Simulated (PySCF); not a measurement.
Job for PySCF: R-MP2/6-31G* on H6O2Si (a complex), monomers drawn apart or pushed together.

```python
from pyscf import gto, scf, dft, mp
from pyscf.data.elements import chemcore

mol = gto.M(
    atom='''
    O     0.25536175   -0.53033593    0.32901628
    H    -0.44668994   -0.95934262   -0.17215458
    H     0.69917444    0.06262352   -0.28711103
    O    -0.60164266    0.66893016    2.51478175
    Si   -0.00543000    0.16256001    3.95769363
    H    -0.28951266    0.23206407    1.70408000
    H    -0.30511038   -1.26963805    4.22024006
    H    -0.65272874    0.98931765    4.99913355
    H     1.46840005    0.33344077    4.05023415
    ''',
    basis='6-31g*',
    cart=True,
    charge=0, spin=0, verbose=3, max_memory=1800)
mf = scf.RHF(mol)
mf.conv_tol = 1e-8
mf.max_cycle = 100
mf.kernel()
if not mf.converged:
    mf = mf.newton().run(mf.mo_coeff, mf.mo_occ)
pt = mp.MP2(mf, frozen=chemcore(mol)).run()
```

Output:

```
converged SCF energy = -442.148907008888
E(RMP2) = -442.600101264035  E_corr = -0.451194255146324
E(SCS-RMP2) = -442.594433240893  E_corr = -0.44552623200463
```

The run converged.

Cost: about 0.7 core-seconds (a rough figure).
